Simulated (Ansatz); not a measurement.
Total energies of the cluster Cs2Cl2⁺ (the lowest doublet isomer of a short search) from Ansatz at r2SCAN-D4/def2-TZVP, gas phase (1 Eh = 27.2114 eV = 2625.5 kJ/mol). The reference geometry is relaxed at r2SCAN-D4/def2-TZVP.

```xyz
4

Cs   -2.408    1.653    0.924
Cs    2.411   -1.652   -0.917
Cl   -0.579   -1.100    0.460
Cl    0.576    1.099   -0.466
```

| state | geometry | energy (Eh) |
| --- | --- | --- |
| charge 1 doublet | reference | -960.66682 |
| charge 0 singlet | reference | -960.84944 |
| charge 1 quartet | relaxed at r2SCAN-D4/def2-TZVP | -960.44274 |

In the def2 sets Cs takes a core potential; there is no spin–orbit coupling.

(1) Work out the vertical electron affinity, to the singlet.

(2) Which of the charge 1 states is lowest, and how far above it are the others?

(1) E(charge 1 doublet) − E(charge 0 singlet) = -960.66682 − (-960.84944) = 0.18262 Eh = 4.97 eV.

(2) The doublet. quartet: -960.44274 − (-960.66682) = 0.22408 Eh = 588.3 kJ/mol. The quartet differs in its bonds from the reference.

The structure comes from a short search, and lower isomers may exist.
